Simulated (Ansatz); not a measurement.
`[F][Hf]([F])([F])[I]` and `[NH2][Hf]([F])([F])[F]` differ in one atom or group.

Ansatz, PBE0-D4/def2-TZVP geometries, multiplicity 1. Each molecule was computed in one conformer, which needn't be the lowest.

Elements past krypton have def2 core potentials.

| property | `[F][Hf]([F])([F])[I]` |
| --- | --- |
| LUMO energy (PBE0/def2-TZVPP) / eV | -1.42 |
| LUMO energy (B3LYP/def2-TZVPP) / eV | -1.64 |
| HOMO–LUMO gap (PBE/def2-TZVPP) / eV | 5.00 |
| size of the dipole moment (B3LYP/def2-TZVPP) / D | 0.30 |
| size of the dipole moment (PBE/def2-TZVPP) / D | 0.23 |
| size of the dipole moment (ωB97M-V/def2-TZVPP) / D | 0.07 |

**Question.** Give the same properties after the change, and the shifts. (Estimate.)

**Answer.** Computed: 
| property | `[NH2][Hf]([F])([F])[F]` | shift |
| --- | --- | --- |
| LUMO energy (PBE0/def2-TZVPP) / eV | -0.59 | 0.83 |
| LUMO energy (B3LYP/def2-TZVPP) / eV | -0.93 | 0.71 |
| HOMO–LUMO gap (PBE/def2-TZVPP) / eV | 5.26 | 0.26 |
| size of the dipole moment (B3LYP/def2-TZVPP) / D | 2.43 | 2.13 |
| size of the dipole moment (PBE/def2-TZVPP) / D | 2.37 | 2.14 |
| size of the dipole moment (ωB97M-V/def2-TZVPP) / D | 2.35 | 2.28 |

With PBE0 the HOMO rises by 0.25 eV and the LUMO rises by 0.83 eV, so the gap widens by about 0.58 eV. PBE moves the HOMO by 0.56 eV and ωB97M-V by -0.04 eV. Dipoles are sizes alone; their direction can turn.

B3LYP here is the variant with VWN-RPA as its local correlation; programs differ in this.

Spin–orbit coupling is left out; it splits and shifts lone-pair levels of the heavy atoms by tenths of an eV.
